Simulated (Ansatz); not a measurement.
A calculation with Ansatz (development build ahead of 0.2.0).

```yaml
crystal:
  periodic: [false, false, false]
  atoms:
    - { symbol: Cr, position_ang: [0.0, 0.0, 0.0] }
    - { symbol: C, position_ang: [0.0, 3.1648, 0.0] }
    - { symbol: F, position_ang: [0.0, -2.8851, 0.0] }
basis:
  gaussian: { orbitals: pcseg-2 }
magnetization:
  spin_polarized: true
  initial_magnetization: 1
hamiltonian:
  xc: pbe0
```

The input is written out in the form of the current development build from the run's settings.

Output:

```
Converged                       : yes
Total energy                    : -1181.76913 hartree
Spin squared of the determinant : 4.074
Stability test                  : minimum
```

Caution: other spin multiplicities were not run; the unrestricted determinant is a mixture of spin states.
